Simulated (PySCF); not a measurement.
## Polarisability and C₆ of Zn⁺ (zinc, charge +1)

[Ar] 3d10 4s1, 2S determinant. Computed with PySCF 2.14 in dyall-av2z, with the non-relativistic Hamiltonian (point nucleus). Coupled (time-dependent) response in atomic units; α is the mean over directions. A double-zeta set is small for polarisabilities.

```json
{"method": "r2SCAN0", "mean α (bohr³)": "19.94", "C₆ (like pair)": "85.86", "S(−4)": "328.7"}
{"method": "PBEsol", "mean α (bohr³)": "17.62", "C₆ (like pair)": "72.65", "S(−4)": "259.6"}
```

S(−4) is the Cauchy moment in α(ω) = α(0) + S(−4) ω² + …

α(iu) at PBEsol:

| u (hartree) | α(iu) (bohr³) |
| --- | --- |
| 0 | 17.62 |
| 0.0500 | 17.00 |
| 0.100 | 15.41 |
| 0.200 | 11.49 |
| 0.300 | 8.427 |
| 0.500 | 5.105 |
| 0.750 | 3.326 |
| 1.00 | 2.464 |
| 1.50 | 1.615 |
| 2.00 | 1.177 |
| 3.00 | 0.7207 |
| 5.00 | 0.3674 |

A single London oscillator, α(iu) = α/(1 + u²/ω²), gives C₆ = (3/4) ω α². Matching the computed C₆ needs ω = 4 × 72.65 / (3 × 17.62²) = 0.312 hartree.

For an ion, C₆ is the dispersion term alone; charge-induced terms of lower order in 1/R come first.
